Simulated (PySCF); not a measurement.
Molfile (atoms numbered from 1):
```
C5H9NSi
     RDKit          3D

 16 16  0  0  0  0  0  0  0  0999 V2000
    2.8097    0.0534    0.6449 C   0  0  0  0  0  0  0  0  0  0  0  0
    1.8221   -0.1224   -0.0349 C   0  0  0  0  0  0  0  0  0  0  0  0
    0.6176   -0.3097   -0.8620 C   0  0  1  0  0  0  0  0  0  0  0  0
   -0.3951   -1.2559   -0.1868 C   0  0  0  0  0  0  0  0  0  0  0  0
   -1.1617   -0.4693    0.8842 C   0  0  0  0  0  0  0  0  0  0  0  0
   -1.3260    1.2448    0.1024 Si  0  0  0  0  0  4  0  0  0  0  0  0
   -0.1033    0.9312   -1.1042 N   0  0  0  0  0  0  0  0  0  0  0  0
    3.6851    0.2095    1.2479 H   0  0  0  0  0  0  0  0  0  0  0  0
    0.9405   -0.7592   -1.8193 H   0  0  0  0  0  0  0  0  0  0  0  0
   -1.0911   -1.5995   -0.9688 H   0  0  0  0  0  0  0  0  0  0  0  0
    0.1140   -2.1428    0.2199 H   0  0  0  0  0  0  0  0  0  0  0  0
   -2.1136   -0.9493    1.1533 H   0  0  0  0  0  0  0  0  0  0  0  0
   -0.5622   -0.3812    1.8052 H   0  0  0  0  0  0  0  0  0  0  0  0
   -1.0202    2.3670    1.0479 H   0  0  0  0  0  0  0  0  0  0  0  0
   -2.6624    1.5429   -0.5040 H   0  0  0  0  0  0  0  0  0  0  0  0
    0.4166    1.6417   -1.6042 H   0  0  0  0  0  0  0  0  0  0  0  0
  1  2  3  0
  2  3  1  0
  3  4  1  0
  4  5  1  0
  5  6  1  0
  6  7  1  0
  7  3  1  0
  1  8  1  0
  3  9  1  6
  4 10  1  0
  4 11  1  0
  5 12  1  0
  5 13  1  0
  6 14  1  0
  6 15  1  0
  7 16  1  0
M  END
```

Geometry: PBE0-D3(BJ)/def2-SVP; GIAO shifts from PySCF 2.14, gas phase, non-relativistic, averaged over equivalent atoms.

At PBE0/pcSseg-1 (171 basis functions, 55 s wall time on 1 thread of an Arm Neoverse N1, shared host):
```json
{"atoms": "C2", "δ (ppm)": "90.4"}
{"atoms": "C1", "δ (ppm)": "76.8"}
{"atoms": "C3", "δ (ppm)": "49.6"}
{"atoms": "C4", "δ (ppm)": "35.1"}
{"atoms": "C5", "δ (ppm)": "5.8"}
{"atoms": "Si6", "δ (ppm)": "-20.3"}
{"atoms": "N7", "δ (ppm)": "41.1"}
{"atoms": "H14", "δ (ppm)": "4.91"}
{"atoms": "H15", "δ (ppm)": "4.75"}
{"atoms": "H9", "δ (ppm)": "4.02"}
{"atoms": "H8", "δ (ppm)": "2.14"}
{"atoms": "H11", "δ (ppm)": "2.07"}
{"atoms": "H10", "δ (ppm)": "1.78"}
{"atoms": "H13", "δ (ppm)": "1.37"}
{"atoms": "H12", "δ (ppm)": "0.85"}
{"atoms": "H16", "δ (ppm)": "0.31"}
```

Scale: TMS for ¹³C (184.41 ppm) and ²⁹Si (351.99 ppm) and ¹H (31.27 ppm); ¹⁵N (265.67 ppm) against NH3 (reference shieldings calculated alike).

Question: Estimate the result of repeating the calculation with KT3/pcSseg-1.

Answer: 
```
atoms  δ at KT3/pcSseg-1  change
   C2               80.6    -9.8
   C1               65.2   -11.6
   C3               51.7    +2.1
   C4               36.2    +1.1
   C5                7.6    +1.8
  Si6              -24.8    -4.5
   N7               45.0    +3.9
  H14               4.87   -0.04
  H15               4.68   -0.07
   H9               4.28   +0.26
   H8               2.17   +0.03
  H11               2.17   +0.10
  H10               1.83   +0.05
  H13               1.43   +0.06
  H12               0.91   +0.06
  H16               0.41   +0.10
```

δ = σ(ref) − σ, references computed at the same level: ¹³C (σref 182.31), ²⁹Si (σref 365.51), ¹H (σref 31.32) against TMS; ¹⁵N (σref 262.01) against NH3.

The largest change is at C1 (terminal alkyne carbon). Cost: 171 basis functions, 54 s wall time on 1 thread of an Arm Neoverse N1, shared host. The order of the carbon signals is the same at both levels.

Experimental scales use liquid or dissolved standards, which lie at an offset from isolated NH3 (liquid NH3: subtract about 20 ppm).
